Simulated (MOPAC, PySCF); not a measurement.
Cl3Ga, SMILES `[Cl][Ga]([Cl])[Cl]`, neutral singlet in the gas phase. 

Cartesian coordinates (Å):
SMILES: [Ga]([Cl])([Cl])[Cl]
```xyz
4

Cl    -1.0569    -1.8466    -0.0433
Ga     0.0023     0.0001     0.0009
Cl    -1.0670     1.8414     0.0166
Cl     2.1314     0.0055     0.0285
```
Charge 0, spin multiplicity 1.

All levels are single points at this geometry (PBE-D3(BJ)/def2-TZVP); Pople sets use spherical d functions. Orbital energies aren't observables, and empty levels follow the basis.

PM6 in MOPAC gives HOMO (eV) = -11.76.

### Question
Estimate the HOMO (eV) from each of these levels: PBE-D3(BJ)/def2-TZVP in PySCF; HF/STO-3G in PySCF; AM1 in MOPAC; PM3 in MOPAC; PM7 in MOPAC.

### Answer

```tsv
level	HOMO (eV)
PBE-D3(BJ)/def2-TZVP in PySCF	-8.01
HF/STO-3G in PySCF	-10.52
AM1 in MOPAC	-12.51
PM3 in MOPAC	-11.42
PM7 in MOPAC	-12.00
```
